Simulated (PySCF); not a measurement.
**How methods differ on the excitation energy of Sn**

Sn [Kr] 4d10 5s2 5p2 (3P) → Sn [Kr] 4d10 5s1 5p2 5d1 (high-spin determinant), as a difference of total energies. Computed with PySCF 2.14 in aug-cc-pwCVTZ-DK3, with the spin-free X2C one-electron Hamiltonian (Gaussian nucleus). Correlated levels: valence: [Kr] 4d10 frozen; valence and next inner shell: [Ar] 3d10 frozen. The calculations carry no spin-orbit coupling.

| method | excitation energy (eV) |
| --- | --- |
| UHF | 9.640 |
| LDA | 11.662 |
| PBE | 11.283 |
| PBE0 | 11.090 |
| r2SCAN | 11.064 |
| BHandHLYP | 11.311 |
| BP86 | 11.355 |
| TPSS | 11.168 |
| MP2 (valence) | 10.476 |
| SCS-MP2 (valence) | 10.793 |
| MP2 (valence and next inner shell) | 11.501 |
| SCS-MP2 (valence and next inner shell) | 11.624 |

Question: How much does correlation contribute at MP2 (valence and next inner shell)?

Answer: 11.501 − (9.640) = 1.861 eV, measured against UHF.

A first-order spin-orbit estimate (lowest level to lowest level, LS coupling) adds 0.025 eV.

The upper state lies above the first ionisation limit, but in LS coupling its spin forbids autoionisation to the ground ion; at this Z spin-orbit coupling breaks that rule.

The promoted electron is Rydberg-like, and one or two diffuse shells describe it only roughly, which tends to raise the upper state.

The determinant of the upper state mixes LS terms, which raises its energy above the lowest term, most at the Hartree-Fock and MP2 levels.
